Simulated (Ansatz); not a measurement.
**Ligand exchange: SiH2(CH3)Br + SnH4 → SiH3(CH3) + SnH3Br**

Gas-phase species: SiH2(CH3)Br, singlet; SnH4 `[SnH4]`, singlet; SiH3(CH3) (methylsilane), singlet; SnH3Br `[Br][SnH3]`, singlet. The partners trade Br for H: Si–Br and Sn–H bonds give way to Si–H and Sn–Br.

Shapes, held fixed at every level: PBE0-D4/def2-TZVP. Programs: Ansatz 0.2.0. The zero-point and thermal change to 298 K, harmonic and unscaled (PBE0-D4/def2-TZVP), is +2.5 kJ/mol.

(1) Estimate ΔH(298 K) of this reaction.

## Answers

(1) The highest level, CCSD(T)/def2-TZVPP, gives ΔH(298 K) = +0.1 kJ/mol; the levels span -9.1 to +1.0. That is about zero within the method's error. They disagree on the sign: 2 of 7 are positive. The column of differences is taken from that level and isn't an error. No measured value is set beside it here. For atoms past krypton def2 sets carry core potentials with scalar relativity. Relativity is left out for Br. Outer-core shells of Br, Sn are correlated, in sets that cover them unevenly.

| level | kind | ΔH(298 K) (kJ/mol) | less CCSD(T)/def2-TZVPP |
| --- | --- | --- | --- |
| B3LYP-D4/def2-TZVPP | global hybrid | -5.9 | -6.0 |
| PBE0-D4/def2-TZVPP | global hybrid | -1.7 | -1.8 |
| wB97X-V/def2-TZVPP | range-separated hybrid | -3.2 | -3.3 |
| MP2/def2-SVP | perturbation theory | -8.6 | -8.7 |
| MP2/def2-TZVPP | perturbation theory | +1.0 | +0.9 |
| CCSD(T)/def2-SVP | coupled cluster or CI | -9.1 | -9.2 |
| CCSD(T)/def2-TZVPP | coupled cluster or CI | +0.1 | 0.0 |
